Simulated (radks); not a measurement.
All-electron atom: Zn XII in [Ar] 3d1.

Calculated with a radial shooting solver on a logarithmic mesh with Libxc functionals: Dirac Kohn-Sham, BLYP, spin-unpolarised, spherical densities, point nucleus; open shells fill j = l - 1/2 first.

Energy parts (Ry):
part                       energy
total                 -3493.81091
kinetic                3562.27457
electron-nucleus      -7966.57006
Hartree                1033.75308
exchange-correlation   -123.26850

Orbitals (lengths in bohr, moments of r in powers of bohr):
orbital,occ.,eigenvalue (Ry),<1/r>,<r^4>,small-component weight
1s1/2,2,-723.7524,30.22,0.00002986,1.17e-02
2s1/2,2,-109.2401,6.636,0.006203,2.25e-03
2p1/2,2,-99.10327,6.587,0.004416,2.23e-03
2p3/2,4,-97.34589,6.430,0.004672,2.19e-03
3s1/2,2,-30.28665,2.341,0.2818,6.29e-04
3p1/2,2,-26.98846,2.259,0.2963,5.96e-04
3p3/2,4,-26.68174,2.225,0.3084,5.88e-04
3d3/2,1,-21.35671,2.064,0.2950,5.12e-04
3d5/2,0,-21.30356,2.056,0.2982,5.10e-04
4s1/2,0,-13.30238,1.064,5.246,2.28e-04
4p1/2,0,-12.14992,1.019,6.082,2.15e-04
4p3/2,0,-12.06702,1.009,6.244,2.13e-04
4d3/2,0,-10.27500,0.9308,7.764,1.86e-04
4d5/2,0,-10.26034,0.9286,7.811,1.86e-04

The highest occupied level is 3d3/2 at -290.57 eV. For comparison, the ionisation energy in NIST's Atomic Spectra Database is 311 eV (semi-empirical). In exact Kohn-Sham theory the highest level is minus the ionisation energy, but local and semilocal functionals leave it too shallow, through self-interaction and a potential that decays too fast; potentials with the right tail come closer. Summed over all electrons, <r^2> = 4.320 bohr^2, which gives a Langevin (diamagnetic) susceptibility term of -3.42 x 10^-6 cm^3/mol.

Beside tabulated values, note that spin-unpolarised runs miss the spin-polarisation part of the exchange energy of open shells.
